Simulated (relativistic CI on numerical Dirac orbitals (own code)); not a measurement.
# Fe3+ in a cubic cluster: L2,3 absorption with charge transfer

Computed with a charge-transfer multiplet model of a cubic metal-ligand cluster with up to 3 ligand holes, Slater and spin-orbit integrals from Dirac-Coulomb-Breit ions, Slater integrals scaled by 0.9. The ground state mixes d5 with configurations of k ligand holes L, whose averages lie at kΔ + k(k − 1)U_dd/2; a core hole lowers each added d electron by U_cd. 300 K, Lorentzian 0.4 eV and Gaussian 0.3 eV FWHM.

Atomic integrals in eV (Slater integrals scaled, ζ unscaled), ground: F2dd 10.785, F4dd 6.742, zeta_d 0.056; with the core hole: F2dd 11.484, F4dd 7.183, zeta_d 0.075, zeta_core 8.130, F2cd 6.732, G1cd 5.078, G3cd 2.886.

Cluster parameters (eV): U_dd = 6.6, U_cd = 7.3, 10Dq = 1.45, 10Dq(ligand) = 0.9, V(eg) = 1.65, V(t2g) = -0.85, final-state hopping factor = 1.

```csv
Case,n_d,d5,d6L,d7L2,d8L3,S
Δ = 0.6 eV,5.31,0.71,0.27,0.02,0.00,2.50
Δ = 1.6 eV,5.23,0.78,0.21,0.01,0.00,2.50
Δ = 3.6 eV,5.14,0.86,0.13,0.00,0.00,2.50
```

Weights, n_d and S are thermal averages at 300 K. Photon energies count from the first peak over 30 % of the highest in each spectrum, which can be another peak from case to case. The parameters are a model scan and need not match a compound or its usual spin state. Peaks in eV (height, largest 100):
- Δ = 0.6 eV: 0.0 (33), 2.0 (100), 5.9 (11), 13.3 (14), 15.3 (19), 16.3 (12)
- Δ = 1.6 eV: 0.0 (32), 2.0 (100), 5.0 (11), 6.3 (10), 13.4 (13), 15.4 (18), 16.4 (13)
- Δ = 3.6 eV: -1.9 (30), 0.0 (100), 1.6 (29), 4.0 (10), 5.3 (7), 11.5 (14), 12.5 (7), 13.6 (18), 14.4 (13), 14.9 (15)

For the case Δ = 0.6 eV, Δ = 0.6 eV is smaller than U_dd = 6.6 eV, the charge-transfer side of the Zaanen-Sawatzky-Allen scheme. With the core hole the configuration with one ligand hole lies at Δ + U_dd − U_cd = -0.1, 0.9, 2.9 eV from the one without, in the order of the table; where this is negative the screened configuration lies lower, though the effective hopping of about 2.6 eV (from the holes of the mixed ground state) mixes the two strongly wherever it is as large as the gap.
